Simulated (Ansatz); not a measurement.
`O[SiH2]C1=NC1` + `C#[C][GeH2][OH]` → `O[SiH2]C#[C][GeH2][OH]` + `C1=NC1`  (formal exchange of groups at the Si–C bond)

Computed with Ansatz on PBE0-D4/def2-TZVP structures; ΔE is electronic, products minus reactants. CCSD(T)/CBS is the MP2 limit (def2-TZVPP, def2-QZVPP) plus CCSD(T) − MP2 in def2-TZVPP, frozen cores. DFT in def2-TZVPP. B3LYP here is the variant with VWN-RPA as its local correlation; programs differ in this. For Ge outer-core shells are correlated without core-valence functions, which leaves a few kJ/mol of doubt a bond. Scalar relativity is left out up to krypton. Each species was taken in one conformer, which may not be the lowest.

`O[SiH2]C1=NC1`:

Cartesian coordinates in Å:
```
O 0.966 -1.246 1.859
Si 0.841 0.157 1.026
C -0.268 -0.045 -0.452
N -1.043 -0.889 -0.973
C -0.931 0.440 -1.662
H 0.172 -1.762 2.006
H 2.197 0.523 0.567
H 0.248 1.261 1.825
H -0.393 0.457 -2.606
H -1.788 1.103 -1.590
```

`C#[C][GeH2][OH]`:

```xyz
8

C    -0.618   -0.641   -2.159
C    -0.374   -0.223   -1.056
Ge   -0.031    0.480    0.667
O     1.189   -0.608    1.366
H    -0.827   -1.019   -3.133
H    -1.316    0.455    1.511
H     0.530    1.907    0.551
H     1.446   -0.350    2.254
```

`O[SiH2]C#[C][GeH2][OH]`:

```xyz
12

O     1.076    0.685   -3.023
Si    0.878    1.612   -1.684
C     0.300    0.611   -0.265
C    -0.065   -0.067    0.675
Ge   -0.677   -1.121    2.142
O    -1.750   -2.395    1.527
H     1.618   -0.102   -2.947
H    -0.143    2.622   -2.032
H     2.143    2.266   -1.263
H    -1.425   -0.196    3.115
H     0.486   -1.864    2.798
H    -2.441   -2.051    0.956
```

`C1=NC1`:

Z-matrix (Å, degrees):
```
C
N 1 1.527
C 1 1.442 2 49.5
H 1 1.086 2 116.4 3 -108.9
H 1 1.086 2 116.4 3 108.8
H 3 1.082 1 152.1 2 -180.0
```

Is it downhill or uphill in electronic energy at CCSD(T)/CBS, and by how much? (Best estimate.)

Computed: Downhill: ΔE = -23.1 kJ/mol.

What do these levels give: PBE-D4, PBE0-D4, ωB97X-V, ωB97M-V, r2SCAN, PBE0, B3LYP, SCS-MP2/def2-TZVPP, CCSD/def2-TZVPP, HF/def2-QZVPP, SCS-MP2/def2-QZVPP, CCSD/CBS(def2)? (Best estimate.)

The calculation gave: PBE-D4 -22.5, PBE0-D4 -23.3, ωB97X-V -22.2, ωB97M-V -22.6, r2SCAN -24.4, PBE0 -23.9, B3LYP -24.3, SCS-MP2/def2-TZVPP -25.4, CCSD/def2-TZVPP -23.9, HF/def2-QZVPP -26.4, SCS-MP2/def2-QZVPP -24.6, CCSD/CBS(def2) -22.8 kJ/mol.

Largest T1 diagnostic among the species: 0.012.
